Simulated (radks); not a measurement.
Neutral silicon, configuration [Ne] 3p4 (not the ground configuration). All-electron calculation, Dirac Kohn-Sham, PBE, spin-unpolarised, spherical densities, finite nucleus; open shells are shared between the two j in proportion to 2j + 1; Fermi nuclear charge, rms radius 3.1224 fm. Program: a radial shooting solver on a logarithmic mesh with Libxc functionals.

Radial electron density D(r) = 4 pi r^2 rho(r):

```
   r/bohr * D(r) (the largest magnitude, 15.8, reaches the edge; | marks zero)
 0.005869 | *
 0.007521 |   *
 0.009715 |     *
  0.01245 |        *
  0.01595 |            *
  0.02044 |                 *
   0.0262 |                         *
  0.03357 |                                 *
  0.04302 |                                          *
  0.05557 |                                                  *
  0.07122 |                                                      *
  0.09126 |                                                    *
   0.1169 |                                             *
   0.1499 |                                     *
    0.192 |                                 *
   0.2461 |                                    *
   0.3179 |                                             *
   0.4074 |                                                 *
    0.522 |                                           *
    0.669 |                             *
   0.8572 |              *
    1.099 |      *
    1.408 |    *
    1.818 |     *
     2.33 |     *
    2.986 |   *
    3.827 | *
    4.904 |*
    6.284 *
    8.052 *
```

D(r) has 3 maxima, at r = 0.0747, 0.404, 2.07 bohr, and minima at 0.195, 1.39 bohr, inside which lie 2.20, 10.30 electrons.
